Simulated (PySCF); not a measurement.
C₉H₁₀O, SMILES c1c(CC)ccc(c1)C=O, GFN2-xTB optimised geometry.

```
20

C     -1.75    -3.06    -1.50
C     -1.51    -2.64    -0.05
C     -0.75    -1.35     0.00
C     -1.43    -0.13     0.00
C     -0.73     1.06     0.00
C      0.67     1.06     0.00
C      1.41     2.32     0.00
O      0.91     3.42     0.00
C      1.34    -0.16     0.00
C      0.64    -1.35     0.00
H     -2.30    -3.99    -1.54
H     -0.80    -3.19    -2.02
H     -2.32    -2.30    -2.03
H     -2.48    -2.52     0.45
H     -0.95    -3.42     0.46
H     -2.51    -0.12     0.00
H     -1.24     2.01    -0.01
H      2.51     2.19     0.00
H      2.43    -0.17     0.00
H      1.17    -2.29     0.00
```

Density from B3LYP/def2-SVP (PySCF) at that geometry.

Minimum of the electron density along straight lines between bonded atoms, close to the bond critical point (lines longer than 1.1 times the sum of covalent radii, or with two minima, are not listed):

| bond | length / Å | ρ at the minimum / e bohr⁻³ | ∇²ρ there / e bohr⁻⁵ | position (fraction from the first atom) |
|---|---|---|---|---|
| C1–C2 | 1.531 | … | -0.54 | 0.50 |
| C2–C3 | 1.500 | … | -0.62 | 0.49 |
| C3–C4 | 1.392 | 0.311 | -0.80 | 0.50 |
| C4–C5 | 1.379 | 0.318 | -0.83 | 0.50 |
| C5–C6 | 1.396 | 0.308 | -0.78 | 0.50 |
| C6–C7 | 1.464 | 0.280 | -0.71 | 0.50 |
| C7–O8 | 1.206 | 0.412 | … | 0.33 |
| C6–C9 | 1.395 | 0.309 | -0.79 | 0.50 |
| C3–C10 | 1.392 | 0.311 | -0.80 | 0.50 |
| C9–C10 | 1.380 | 0.317 | -0.83 | 0.50 |
| C1–H11 | 1.087 | 0.278 | -1.02 | 0.62 |
| C1–H12 | 1.088 | 0.278 | -1.02 | 0.63 |
| C1–H13 | 1.088 | 0.278 | -1.03 | 0.63 |
| C2–H14 | 1.092 | 0.278 | -1.01 | 0.62 |
| C2–H15 | 1.092 | 0.277 | -1.01 | 0.62 |
| C4–H16 | 1.081 | 0.284 | -1.08 | 0.63 |
| C5–H17 | 1.080 | 0.287 | -1.12 | 0.64 |
| C7–H18 | 1.110 | 0.275 | -1.02 | 0.63 |
| C9–H19 | 1.081 | 0.284 | -1.08 | 0.63 |
| C10–H20 | 1.081 | 0.284 | -1.07 | 0.63 |

Some entries are withheld; supply them.


- C1–C2, ρ at the minimum / e bohr⁻³: 0.240
- C2–C3, ρ at the minimum / e bohr⁻³: 0.259
- C7–O8, ∇²ρ there / e bohr⁻⁵: 0.47
